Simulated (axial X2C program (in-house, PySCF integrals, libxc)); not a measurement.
# Ge₂⁺ along the bond: PBE0, spin-free

Computed with an in-house all-electron X2C program for linear molecules (integrals from PySCF). Spin-free means the one-electron spin-free X2C Hamiltonian. Basis: Ge dyall-cv3z [9s9p7d4f1g] (cores contracted in-house); Gaussian nuclei, density fitting, unrestricted open shells. Masses: Ge 73.921 u.

State: M_S = 3/2, Λ = 0 (beyond evenly filled blocks: σα, π+α, π-α).

Results along the bond:

```csv
R (Å),HOMO (eV),LUMO (eV),⟨S²⟩
2.100,-13.06,-9.77,3.752
2.197,-12.92,-9.60,3.752
2.269,-12.70,-9.58,3.752
2.342,-12.50,-9.55,3.752
2.414,-12.32,-9.52,3.752
2.498,-12.12,-9.47,3.752
2.583,-11.93,-9.41,3.752
2.692,-11.72,-9.32,3.752
2.824,-11.48,-9.21,3.752
3.018,-11.19,-9.04,3.752
```

One determinant describes the state; a PBE0 search over occupations chose it and may have missed a lower one. PBE0 can misorder states that lie within some tenths of an eV, so this need not be the ground state of the molecule. The nearest other spin-free determinant of the search, M_S = 1/2, Λ = 0, lies 0.43 eV up at the distance of the search.
